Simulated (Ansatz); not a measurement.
Mulliken charges of CH₂ClNSSi (`S[Si]1(Cl)C=N1`) from r2SCAN/def2-TZVPP in Ansatz (PBE0-D4/def2-TZVP geometry).

| atom | x (Å) | y (Å) | z (Å) | charge (e) |
| --- | --- | --- | --- | --- |
| S1 | -1.852 | 0.116 | 0.931 | -0.218 |
| Si2 | 0.060 | -0.213 | 0.123 | 0.550 |
| Cl3 | 0.946 | -1.840 | 0.956 | -0.208 |
| C4 | 0.946 | 1.013 | -0.765 | -0.028 |
| N5 | 0.422 | 0.140 | -1.561 | -0.296 |
| H6 | -2.011 | -1.168 | 1.298 | 0.120 |
| H7 | 1.549 | 1.884 | -1.027 | 0.079 |

**Question.** By hand: the dipole of these point charges (1 e Å = 4.8032 D).

**Answer.** Σ q r = (-0.030, 0.179, 0.224) e Å, of length 0.288 e Å = 1.38 D.

**Question.** How does the dipole of the full density compare? (Best estimate.)

**Answer.** Ansatz gave: (-0.031, 0.077, 0.313) e Å, 1.56 D; the point charges give 0.88 times that, at 25° from its direction.

Point charges leave out the atoms' own dipoles, such as those of lone pairs, and Mulliken's split depends on the basis, so the two needn't agree.
